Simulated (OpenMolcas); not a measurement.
**Multiconfigurational calculation on Tb3+**

Tb3+ with its 6 nearest oxide ions at 2.234 Å, on the Mg site of MgO (a = 4.2112 Å, distance in the model lattice 2.106 Å). The rest of the host is ab initio model potentials to 7.6 Å, with orthogonalisation functions on the cations behind the ligands, and point charges beyond; the distance is set by hand and nothing relaxes, and no local charge compensation is placed. Ligand basis ANO-RCC-VDZP.

Input, with the lattice sites abridged:

```
&GATEWAY
Basis set
Tb.ANO-RCC-VDZP.
Tb1 0.0 0.0 0.0 Angstrom
End of basis
Basis set
O.ANO-RCC-VDZP.
L1 2.234000 0.000000 0.000000 Angstrom
L2 0.000000 2.234000 0.000000 Angstrom
L3 0.000000 0.000000 2.234000 Angstrom
End of basis
Basis set
Mg.EMB-AIMP.Pascual.10s4p.1s1p.ECP.MgO.
PseudoCharge
* 3 symmetry-unique lattice sites within 7.6 angstrom
End of basis
Basis set
Mg.EMB-AIMP.Pascual.0s.0s.ECP.MgO.
PseudoCharge
* 40 symmetry-unique lattice sites within 7.6 angstrom
End of basis
Basis set
O.EMB-AIMP.Pascual.0s.0s.ECP.MgO.
PseudoCharge
* 55 symmetry-unique lattice sites within 7.6 angstrom
End of basis
Symmetry
XYZ
AngMom=0.0 0.0 0.0
AMFI
RICD
XField
997 Angstrom 0
* Evjen-weighted lattice charges
&SEWARD
&RASSCF
FileOrb=start.orb
Symmetry=1
Spin=7
nActEl=8 0 0
Inactive=30 27
Ras2=0 7
CIRoot=7 7 1
SDav=7
CIMx=300
Iter=150 100
PrWF=0.3
OrbListing=Nothing
MaxOrb=0
LevShft=1.0
>>> COPY $Project.JobIph JOB001
&RASSCF
FileOrb=start.orb
Symmetry=1
Spin=5
nActEl=8 0 0
Inactive=30 27
Ras2=0 7
CIRoot=140 140 1
SDav=140
CIMx=300
Iter=150 100
PrWF=0.3
OrbListing=Nothing
MaxOrb=0
CIOnly
LevShft=1.0
>>> COPY $Project.JobIph JOB002
&RASSCF
FileOrb=start.orb
Symmetry=1
Spin=3
nActEl=8 0 0
Inactive=30 27
Ras2=0 7
CIRoot=162 162 1
SDav=588
CIMx=300
Iter=150 100
PrWF=0.3
OrbListing=Nothing
MaxOrb=0
CIOnly
LevShft=1.0
>>> COPY $Project.JobIph JOB003
&RASSI
NrOfJobIphs=2 7 62
1 2 3 4 5 6 7
1 2 3 4 5 6 7 8 9 10 11 12 13 14 15 16 17 18 19 20 21 22 23 24 25 26 27
28 29 30 31 32 33 34 35 36 37 38 39 40 41 42 43 44 45 46 47 48 49 50 51
52 53 54 55 56 57 58 59 60 61 62
IphNames
JOB001
JOB002
EJob
SpinOrbit
DIPRint=1.0
SOCoupling=1000.0
Subsets=2
Property=9
'ANGMOM' 1 'ANGMOM' 2 'ANGMOM' 3 'MLTPL  1' 1 'MLTPL  1' 2 'MLTPL  1' 3
'AMFI' 1 'AMFI' 2 'AMFI' 3
SOProperty=3
'ANGMOM' 1 'ANGMOM' 2 'ANGMOM' 3
```

Launched by
```bash
OMP_NUM_THREADS=1 MOLCAS_MEM=2457 MOLCAS_PROJECT=a pymolcas a.inp > a.log  # once for each step of the input, in one work folder
```

A driver script runs the steps one by one and writes start.orb anew before each from the orbitals found so far, so a CI-only block uses the converged orbitals of the first block.

Output, cut to the results:

```
--- SEWARD ---
Basis set label: TB.ANO-RCC...7S6P4D2F1G.

      Electronic valence basis set:
      ------------------
      Associated Effective Charge  65.000000 au
      Associated Actual Charge     65.000000 au
      Nuclear Model: Point charge

      Shell  nPrim  nBasis  Cartesian Spherical Contaminant
         s      25       7        X
         p      22       6        X
         d      15       4                 X
         f      11       2                 X
         g       4       1                 X
                  Relativistic Douglas-Kroll-Hess integrals:
                    - DKH order of Hamiltonian: 2
                    - DKH order of Properties : 0
                  Atomic mean-field integrals
--- RASSCF ---
Wave function specifications:
      -----------------------------

      Number of closed shell electrons         114
      Number of electrons in active shells       8
      Max number of holes in RAS1 space          0
      Max nr of electrons in RAS3 space          0
      Number of inactive orbitals               57
      Number of active orbitals                  7
      Number of secondary orbitals             112
      Spin quantum number                      3.0
      State symmetry                             1
Orbital specifications:
      -----------------------

      Symmetry species                           1   2
                                                ag  au
      Frozen orbitals                            0   0
      Inactive orbitals                         30  27
      Active orbitals                            0   7
      RAS1 orbitals                              0   0
      RAS2 orbitals                              0   7
      RAS3 orbitals                              0   0
      Secondary orbitals                        60  52
      Deleted orbitals                           0   0
      Number of basis functions                 90  86
      Number of CSFs                             7
      Number of root(s) required                 7
      Iter CI   SX   CI       RASSCF       Energy    max ROT     max BLB   max BLB  Level Ln srch  Step   QN
          iter iter root      energy       change     param      element    value   shift minimum  type update
 Nr of preliminary CI iterations:   1
      Total energies have been shifted. Add               -12000.00 au
        1   1    9    0  -155.85798318    0.00E+00  -5.89E-02   14  48 2 -4.85E-01*  1.48   0.00    SX    NO
        2   1   10    0  -157.42823124   -1.57E+00* -6.37E-02   30  33 1  2.63E-01*  0.98   0.00    SX    NO
        3   1   10    0  -157.83522318   -4.07E-01*  4.05E-02   30  33 1  1.44E-01*  0.85   0.00    SX    NO
        4   1    9    0  -157.90492352   -6.97E-02*  2.12E-02   30  33 1  7.25E-02*  0.78   0.00    SX    NO
        5   1    9    0  -157.92462179   -1.97E-02* -1.97E-02   30  33 1  3.86E-02*  0.77   2.04    LS   YES
        6   1    9    0  -157.93157821   -6.96E-03*  4.70E-03   13  49 1 -1.69E-02*  0.76   1.13    QN   YES
        7   1    9    0  -157.93266629   -1.09E-03* -1.79E-03    7  45 2 -8.69E-03*  0.74   0.89    QN   YES
        8   1    8    0  -157.93293653   -2.70E-04*  6.53E-04   30  33 1 -1.62E-03*  0.75   1.13    QN   YES
        9   1    7    0  -157.93295866   -2.21E-05*  3.50E-04   30  33 1 -6.64E-04*  0.75   1.31    QN   YES
       10   1    7    0  -157.93296269   -4.03E-06*  2.28E-04   30  33 1 -2.91E-04*  0.75   1.40    QN   YES
       11   1    6    0  -157.93296370   -1.01E-06* -1.18E-04   19  62 1  1.40E-04*  0.75   1.52    LS   YES
       12   1    6    0  -157.93296377   -6.23E-08* -2.90E-05   27  47 2  1.32E-04*  0.75   0.69    QN   YES
       13   1    6    0  -157.93296392   -1.57E-07* -1.57E-05   27  47 2  5.48E-05   0.75   1.54    LS   YES
       14   1    6    0  -157.93296393   -8.88E-09   2.75E-05   19  31 1 -3.63E-05   0.75   0.56    QN   YES
      Convergence after 14 iterations
       15   1    6    0  -157.93296395   -1.50E-08*  2.75E-05   15  49 2  1.42E-05   0.75   0.56    QN   YES
      Natural orbitals and occupation numbers for root  1
      sym 2:   1.000000   2.000000   1.000000   1.000000   1.000000   1.000000   1.000000
      Natural orbitals and occupation numbers for root  2
      sym 2:   2.000000   1.000000   1.000000   1.000000   1.000000   1.000000   1.000000
      Natural orbitals and occupation numbers for root  3
      sym 2:   1.000000   1.000000   2.000000   1.000000   1.000000   1.000000   1.000000
...
--- RASSI ---
SPIN-FREE ENERGIES:
  (Shifted by EMIN (a.u.) =     -12157.9379876385)

 SF State       Relative EMIN(au)   Rel lowest level(eV)    D:o, cm**(-1)

     1             0.0000000000        0.0000000000              0.0000
     2             0.0033403864        0.0908965444            733.1301
     3             0.0033403864        0.0908965444            733.1301
     4             0.0033403864        0.0908965444            733.1301
     5             0.0083815579        0.2280738084           1839.5393
     6             0.0083815579        0.2280738084           1839.5393
     7             0.0083815579        0.2280738084           1839.5393
     8             0.1193943034        3.2488845043          26204.0207
     9             0.1193943034        3.2488845043          26204.0207
    10             0.1195978330        3.2544228285          26248.6903
    11             0.1195978330        3.2544228285          26248.6903
    12             0.1195978330        3.2544228285          26248.6903
    13             0.1328288865        3.6144581344          29152.5709
    14             0.1331545549        3.6233200249          29224.0469
    15             0.1331545549        3.6233200249          29224.0469
    16             0.1331545549        3.6233200249          29224.0469
    17             0.1333586392        3.6288734408          29268.8382
    18             0.1333586392        3.6288734408          29268.8382
    19             0.1356856894        3.6921957026          29779.5667
    20             0.1356856894        3.6921957026          29779.5667
    21             0.1356856894        3.6921957026          29779.5667
    22             0.1376385412        3.7453355068          30208.1681
    23             0.1376385412        3.7453355068          30208.1681
    24             0.1376385412        3.7453355068          30208.1681
    25             0.1385493086        3.7701187492          30408.0584
...
```

Spin-orbit levels above the lowest (labels of O, the rotations of Oh):

```tsv
E (cm-1)	Degeneracy	Label	2S+1	J	|mJ| (%)
0.0	1	A1	7	5.96	4 (86)
58.7	3	T1	7	5.94	4 (32)
125.6	3	T2	7	5.92	5 (41)
623.1	1	A2	7	5.96	2 (69)
745.7	3	T2	7	5.93	1 (52)
801.3	2	E	7	5.93	0 (42)
2146	3	T1	7	5.00	5 (34)
2567	3	T2	7	5.03	2 (33)
2614	2	E	7	4.95	2 (49)
2661	3	T1	7	4.91	3 (57)
3472	1	A1	7	3.96	0 (59)
3579	3	T1	7	3.95	1 (56)
3747	2	E	7	4.07	2 (49)
4172	3	T2	7	3.85	3 (51)
4875	3	T1	7	3.13	3 (40)
4909	3	T2	7	3.07	1 (41)
5177	1	A2	7	3.06	2 (100)
5858	3	T2	7	2.36	1 (59)
6164	2	E	7	2.09	2 (50)
6498	3	T1	7	1.32	1 (64)
```

High states are left out of the spin-orbit mixing, which shifts the levels that they would mix with. Without dynamic correlation the ligand-field splitting of an f shell can come out too small, at times by half. The first state left out of the spin-orbit step lies near 46000 cm-1 above the lowest spin-free state of the reference (among the parities and spins computed), and the lists stop at four fifths of that energy or lower. No measured value stands beside these numbers; the geometry was set by hand and not optimised.

The RASSCF and RASSI steps took 110 s on 1 thread of Arm Neoverse V1, with other jobs on the host; the integral step is not counted.
